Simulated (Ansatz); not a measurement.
Ansatz (a program for electronic structure) input (HF/6-31G*):

Ansatz 0.2 input:
```yaml
crystal:
  periodic: [false, false, false]
  atoms:
    - {symbol: Si, position_ang: [-1.99109810, 0.34376746, 0.03217100]}
    - {symbol: C, position_ang: [-0.19985286, 0.03582628, 0.00371019]}
    - {symbol: C, position_ang: [0.31761340, -1.18927184, -0.41819276]}
    - {symbol: O, position_ang: [1.70216078, -1.03210892, -0.29629954]}
    - {symbol: C, position_ang: [2.00816218, 0.19708518, 0.16555671]}
    - {symbol: C, position_ang: [0.90197016, 0.91152210, 0.37402426]}
    - {symbol: H, position_ang: [-2.56824653, 0.69697817, 1.37414510]}
    - {symbol: H, position_ang: [-2.46614188, 1.49294633, -0.81191071]}
    - {symbol: H, position_ang: [-2.78533852, -0.82257540, -0.42960469]}
    - {symbol: H, position_ang: [3.04926394, 0.42368862, 0.29669264]}
    - {symbol: H, position_ang: [0.86119286, 1.92211888, 0.74008963]}
basis:
  gaussian:
    orbitals: 6-31G*
hamiltonian:
  xc: {name: HF}
total_charge: -1
phonons: {temperatures: {t_min: 298.15, t_max: 298.15, t_step: 100}}
```

Output:

```
Functional definition: HF
integrals: 0.05 GiB planned
1145 factors; integrals over basis functions are off by at most 4.1e-4 eV
mean field: 0.34 GiB planned
mean field evaluation 1: about -14094.3526 eV, gradient 2.8e1 eV
mean field evaluation 2: about -14094.4714 eV, gradient 2.8e1 eV
mean field evaluation 4: about -14097.1052 eV, gradient 5.2e0 eV
mean field evaluation 8: about -14097.1973 eV, gradient 2.0e-1 eV
mean field -14097.19779727 eV, -518.0624636257 hartree, gradient 2.6e-5 eV, S^2 0.000000; 0 other end points of the search recorded, 0 dependent functions left out
the calculation of the forces begins
reference -14097.19779727 eV, -518.0624636257 hartree; 26, 26 occupied and 78, 78 virtual orbitals, 1145 factors
these checks for a lower state are left out or cut short: stability, starts, cluster_reference, orbital_swaps, neighbouring_geometries, increment
integrals: 0.05 GiB planned
1145 factors; integrals over basis functions are off by at most 4.1e-4 eV
mean field: 0.34 GiB planned
mean field evaluation 16: about -14097.1977 eV, gradient 2.7e-5 eV
mean field -14097.19769081 eV, -518.0624597134 hartree, gradient 1.7e-6 eV, S^2 0.000000; 0 other end points of the search recorded, 0 dependent functions left out
the calculation of the forces begins
reference -14097.19769081 eV, -518.0624597134 hartree; 26, 26 occupied and 78, 78 virtual orbitals, 1145 factors
these checks for a lower state are left out or cut short: stability, starts, cluster_reference, orbital_swaps, neighbouring_geometries, increment
integrals: 0.05 GiB planned
1145 factors; integrals over basis functions are off by at most 4.1e-4 eV
mean field: 0.34 GiB planned
mean field -14097.19769951 eV, -518.0624600331 hartree, gradient 2.0e-6 eV, S^2 0.000000; 0 other end points of the search recorded, 0 dependent functions left out
the calculation of the forces begins
reference -14097.19769951 eV, -518.0624600331 hartree; 26, 26 occupied and 78, 78 virtual orbitals, 1145 factors
these checks for a lower state are left out or cut short: stability, starts, cluster_reference, orbital_swaps, neighbouring_geometries, increment
integrals: 0.05 GiB planned
1145 factors; integrals over basis functions are off by at most 4.1e-4 eV
mean field: 0.34 GiB planned
mean field evaluation 32: about -14097.1977 eV, gradient 3.0e-6 eV
mean field -14097.19769089 eV, -518.0624597164 hartree, gradient 3.4e-6 eV, S^2 0.000000; 0 other end points of the search recorded, 0 dependent functions left out
the calculation of the forces begins
reference -14097.19769089 eV, -518.0624597164 hartree; 26, 26 occupied and 78, 78 virtual orbitals, 1145 factors
these checks for a lower state are left out or cut short: stability, starts, cluster_reference, orbital_swaps, neighbouring_geometries, increment
integrals: 0.05 GiB planned
1145 factors; integrals over basis functions are off by at most 4.1e-4 eV
mean field: 0.34 GiB planned
mean field -14097.19769169 eV, -518.0624597459 hartree, gradient 3.2e-6 eV, S^2 0.000000; 0 other end points of the search recorded, 0 dependent functions left out
the calculation of the forces begins
reference -14097.19769169 eV, -518.0624597459 hartree; 26, 26 occupied and 78, 78 virtual orbitals, 1145 factors
these checks for a lower state are left out or cut short: stability, starts, cluster_reference, orbital_swaps, neighbouring_geometries, increment
integrals: 0.05 GiB planned
1145 factors; integrals over basis functions are off by at most 4.1e-4 eV
mean field: 0.34 GiB planned
mean field -14097.19762977 eV, -518.0624574704 hartree, gradient 4.1e-6 eV, S^2 0.000000; 0 other end points of the search recorded, 0 dependent functions left out
the calculation of the forces begins
reference -14097.19762977 eV, -518.0624574704 hartree; 26, 26 occupied and 78, 78 virtual orbitals, 1145 factors
these checks for a lower state are left out or cut short: stability, starts, cluster_reference, orbital_swaps, neighbouring_geometries, increment
integrals: 0.05 GiB planned
1145 factors; integrals over basis functions are off by at most 4.1e-4 eV
mean field: 0.34 GiB planned
mean field -14097.19762585 eV, -518.0624573263 hartree, gradient 4.2e-6 eV, S^2 0.000000; 0 other end points of the search recorded, 0 dependent functions left out
the calculation of the forces begins
reference -14097.19762585 eV, -518.0624573263 hartree; 26, 26 occupied and 78, 78 virtual orbitals, 1145 factors
these checks for a lower state are left out or cut short: stability, starts, cluster_reference, orbital_swaps, neighbouring_geometries, increment
integrals: 0.05 GiB planned
1145 factors; integrals over basis functions are off by at most 4.1e-4 eV
mean field: 0.34 GiB planned
mean field -14097.19767892 eV, -518.0624592766 hartree, gradient 3.7e-6 eV, S^2 0.000000; 0 other end points of the search recorded, 0 dependent functions left out
[...]
these checks for a lower state are left out or cut short: stability, starts, cluster_reference, orbital_swaps, neighbouring_geometries, increment
integrals: 0.05 GiB planned
1145 factors; integrals over basis functions are off by at most 4.1e-4 eV
mean field: 0.34 GiB planned
mean field -14097.19775041 eV, -518.0624619036 hartree, gradient 2.6e-6 eV, S^2 0.000000; 0 other end points of the search recorded, 0 dependent functions left out
the calculation of the forces begins
reference -14097.19775041 eV, -518.0624619036 hartree; 26, 26 occupied and 78, 78 virtual orbitals, 1145 factors
these checks for a lower state are left out or cut short: stability, starts, cluster_reference, orbital_swaps, neighbouring_geometries, increment
integrals: 0.05 GiB planned
1145 factors; integrals over basis functions are off by at most 4.1e-4 eV
mean field: 0.34 GiB planned
mean field -14097.19775239 eV, -518.0624619766 hartree, gradient 2.8e-6 eV, S^2 0.000000; 0 other end points of the search recorded, 0 dependent functions left out
the calculation of the forces begins
reference -14097.19775239 eV, -518.0624619766 hartree; 26, 26 occupied and 78, 78 virtual orbitals, 1145 factors
these checks for a lower state are left out or cut short: stability, starts, cluster_reference, orbital_swaps, neighbouring_geometries, increment
integrals: 0.05 GiB planned
1145 factors; integrals over basis functions are off by at most 4.1e-4 eV
mean field: 0.34 GiB planned
mean field evaluation 224: about -14097.1978 eV, gradient 7.7e-7 eV
mean field -14097.19778256 eV, -518.0624630854 hartree, gradient 7.9e-7 eV, S^2 0.000000; 0 other end points of the search recorded, 0 dependent functions left out
the calculation of the forces begins
reference -14097.19778256 eV, -518.0624630854 hartree; 26, 26 occupied and 78, 78 virtual orbitals, 1145 factors
these checks for a lower state are left out or cut short: stability, starts, cluster_reference, orbital_swaps, neighbouring_geometries, increment
integrals: 0.05 GiB planned
1145 factors; integrals over basis functions are off by at most 4.1e-4 eV
mean field: 0.34 GiB planned
mean field -14097.19778232 eV, -518.0624630764 hartree, gradient 7.8e-7 eV, S^2 0.000000; 0 other end points of the search recorded, 0 dependent functions left out
the calculation of the forces begins
reference -14097.19778232 eV, -518.0624630764 hartree; 26, 26 occupied and 78, 78 virtual orbitals, 1145 factors
these checks for a lower state are left out or cut short: stability, starts, cluster_reference, orbital_swaps, neighbouring_geometries, increment
integrals: 0.05 GiB planned
1145 factors; integrals over basis functions are off by at most 4.1e-4 eV
mean field: 0.34 GiB planned
mean field -14097.19777295 eV, -518.0624627321 hartree, gradient 1.8e-6 eV, S^2 0.000000; 0 other end points of the search recorded, 0 dependent functions left out
the calculation of the forces begins
reference -14097.19777295 eV, -518.0624627321 hartree; 26, 26 occupied and 78, 78 virtual orbitals, 1145 factors
these checks for a lower state are left out or cut short: stability, starts, cluster_reference, orbital_swaps, neighbouring_geometries, increment
integrals: 0.05 GiB planned
1145 factors; integrals over basis functions are off by at most 4.1e-4 eV
mean field: 0.34 GiB planned
mean field -14097.19777127 eV, -518.0624626704 hartree, gradient 1.7e-6 eV, S^2 0.000000; 0 other end points of the search recorded, 0 dependent functions left out
the calculation of the forces begins
reference -14097.19777127 eV, -518.0624626704 hartree; 26, 26 occupied and 78, 78 virtual orbitals, 1145 factors
these checks for a lower state are left out or cut short: stability, starts, cluster_reference, orbital_swaps, neighbouring_geometries, increment
integrals: 0.05 GiB planned
1145 factors; integrals over basis functions are off by at most 4.1e-4 eV
mean field: 0.34 GiB planned
mean field -14097.19773591 eV, -518.0624613709 hartree, gradient 1.9e-6 eV, S^2 0.000000; 0 other end points of the search recorded, 0 dependent functions left out
the calculation of the forces begins
reference -14097.19773591 eV, -518.0624613709 hartree; 26, 26 occupied and 78, 78 virtual orbitals, 1145 factors
these checks for a lower state are left out or cut short: stability, starts, cluster_reference, orbital_swaps, neighbouring_geometries, increment
integrals: 0.05 GiB planned
1145 factors; integrals over basis functions are off by at most 4.1e-4 eV
mean field: 0.34 GiB planned
mean field evaluation 256: about -14097.1977 eV, gradient 1.5e-6 eV
mean field -14097.19773492 eV, -518.0624613343 hartree, gradient 1.9e-6 eV, S^2 0.000000; 0 other end points of the search recorded, 0 dependent functions left out
the calculation of the forces begins
reference -14097.19773492 eV, -518.0624613343 hartree; 26, 26 occupied and 78, 78 virtual orbitals, 1145 factors
these checks for a lower state are left out or cut short: stability, starts, cluster_reference, orbital_swaps, neighbouring_geometries, increment
integrals: 0.05 GiB planned
1145 factors; integrals over basis functions are off by at most 4.1e-4 eV
mean field: 0.34 GiB planned
mean field -14097.19767726 eV, -518.0624592153 hartree, gradient 1.8e-6 eV, S^2 0.000000; 0 other end points of the search recorded, 0 dependent functions left out
the calculation of the forces begins
reference -14097.19767726 eV, -518.0624592153 hartree; 26, 26 occupied and 78, 78 virtual orbitals, 1145 factors
these checks for a lower state are left out or cut short: stability, starts, cluster_reference, orbital_swaps, neighbouring_geometries, increment
integrals: 0.05 GiB planned
1145 factors; integrals over basis functions are off by at most 4.1e-4 eV
mean field: 0.34 GiB planned
mean field -14097.19767620 eV, -518.0624591766 hartree, gradient 1.7e-6 eV, S^2 0.000000; 0 other end points of the search recorded, 0 dependent functions left out
the calculation of the forces begins
reference -14097.19767620 eV, -518.0624591766 hartree; 26, 26 occupied and 78, 78 virtual orbitals, 1145 factors
these checks for a lower state are left out or cut short: stability, starts, cluster_reference, orbital_swaps, neighbouring_geometries, increment
integrals: 0.05 GiB planned
1145 factors; integrals over basis functions are off by at most 4.1e-4 eV
mean field: 0.34 GiB planned
mean field -14097.19778511 eV, -518.0624631790 hartree, gradient 1.5e-6 eV, S^2 0.000000; 0 other end points of the search recorded, 0 dependent functions left out
the calculation of the forces begins
reference -14097.19778511 eV, -518.0624631790 hartree; 26, 26 occupied and 78, 78 virtual orbitals, 1145 factors
these checks for a lower state are left out or cut short: stability, starts, cluster_reference, orbital_swaps, neighbouring_geometries, increment
integrals: 0.05 GiB planned
1145 factors; integrals over basis functions are off by at most 4.1e-4 eV
mean field: 0.34 GiB planned
mean field -14097.19778421 eV, -518.0624631460 hartree, gradient 1.6e-6 eV, S^2 0.000000; 0 other end points of the search recorded, 0 dependent functions left out
the calculation of the forces begins
reference -14097.19778421 eV, -518.0624631460 hartree; 26, 26 occupied and 78, 78 virtual orbitals, 1145 factors
Total energy: -14097.19779727 eV, -518.0624636257 hartree
Atom 0 at    -1.991098     0.343767     0.032171 Å, force    -0.000242    -0.001669    -0.000619 eV/Å
Atom 1 at    -0.199853     0.035826     0.003710 Å, force    -0.000353     0.000600     0.000202 eV/Å
Atom 2 at     0.317613    -1.189272    -0.418193 Å, force     0.000005    -0.000008    -0.000003 eV/Å
Atom 3 at     1.702161    -1.032109    -0.296300 Å, force    -0.000034     0.000224     0.000080 eV/Å
Atom 4 at     2.008162     0.197085     0.165557 Å, force     0.000504    -0.000601    -0.000195 eV/Å
Atom 5 at     0.901970     0.911522     0.374024 Å, force    -0.000359    -0.000105    -0.000055 eV/Å
Atom 6 at    -2.568247     0.696978     1.374145 Å, force     0.000003     0.001046    -0.000402 eV/Å
Atom 7 at    -2.466142     1.492946    -0.811911 Å, force    -0.000061     0.000544     0.000978 eV/Å
Atom 8 at    -2.785339    -0.822575    -0.429605 Å, force     0.000063    -0.000331    -0.000117 eV/Å
Atom 9 at     3.049264     0.423689     0.296693 Å, force     0.000225     0.000323     0.000128 eV/Å
Atom 10 at     0.861193     1.922119     0.740090 Å, force     0.000248    -0.000022     0.000004 eV/Å
Dipole moment:     0.176973     0.745613     0.279752 e Å
Vibrations: 41.87 173.18 219.75 485.68 636.10 645.33 718.09 770.30 801.15 940.17 941.31 963.65 997.55 1028.35 1059.14 1099.32 1138.67 1218.70 1299.28 1435.78 1517.29 1736.14 2178.91 2226.09 2318.26 3355.00 3399.08 cm⁻¹, zero-point energy 2.067073 eV
```

The blocks after the first are displaced geometries, from whose forces the wavenumbers follow.

The dipole moment of an ion depends on the origin.
